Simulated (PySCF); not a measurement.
Ionisation energy of N²⁺ by level of theory

N²⁺ [He] 2s2 2p1 (2P) → N³⁺ [He] 2s2 (1S), as a difference of total energies. Calculation: PySCF 2.14, in cc-pVDZ (3s2p1d, 14 functions); no relativity, point nucleus. Correlated levels: valence: 1s2 frozen. The calculations carry no spin-orbit coupling.

| method | ionisation energy (eV) | difference from reference (eV) |
| --- | --- | --- |
| UHF | 47.303 | -0.142 |
| B3LYP | 48.336 | +0.891 |
| M06-2X | 47.655 | +0.210 |
| MP2 (valence) | 47.291 | -0.154 |
| SCS-MP2 (valence) | 47.234 | -0.211 |
| CCSD (valence) | 47.017 | -0.428 |
| CCSD(T) (valence) | 47.032 | -0.413 |

Reference: 47.445 eV (semi-empirical (NIST evaluation); NIST Atomic Spectra Database, ionization energies).

Errors of the correlated levels include the incompleteness of this basis and the frozen core.

The coupled-cluster amplitudes are large for N³⁺ (T1 above 0.03 or a double amplitude above 0.15), so a single reference is strained.
